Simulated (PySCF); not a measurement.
Mg(iPr)(OH) (C₃H₈MgO), SMILES C[CH](C)[Mg][OH].

Geometry: r2SCAN-D4/def2-SVP. The values are those of a single conformer.

Two levels are set side by side: TDA-PBE/def2-SVPD (PySCF) and TDA-B3LYP/def2-SVPD (PySCF). Vertical, same geometry. The lowest singlet is HOMO→LUMO 94 % with PBE and HOMO→LUMO 96 % with the other functional; states are paired by order. Differences are taken from unrounded values.

| quantity | TDA-PBE |
|---|---|
| lowest singlet excitation (eV) | 4.43 |
| lowest triplet excitation (TDA) (eV) | 3.52 |
| first bright state (f over 0.05) (eV) | 4.43 |
| its oscillator strength | 0.17 |

**Question.** These are the TDA-PBE values. What does TDA-B3LYP give? (An estimate is asked for; the answer gives what the named calculation found.)

**Answer.** 
| quantity | TDA-B3LYP | TDA-PBE minus TDA-B3LYP |
|---|---|---|
| lowest singlet excitation (eV) | 4.74 | -0.32 |
| lowest triplet excitation (TDA) (eV) | 3.75 | -0.23 |
| first bright state (f over 0.05) (eV) | 4.74 | -0.32 |
| its oscillator strength | 0.18 | -0.01 |

A lower first singlet is the usual sign of a functional without exact exchange. Differences between two approximate levels are no errors against the true value.

Rough cost on one machine, each run with all the roots and properties that it gave: TDA-B3LYP against TDA-PBE within a factor of 2.
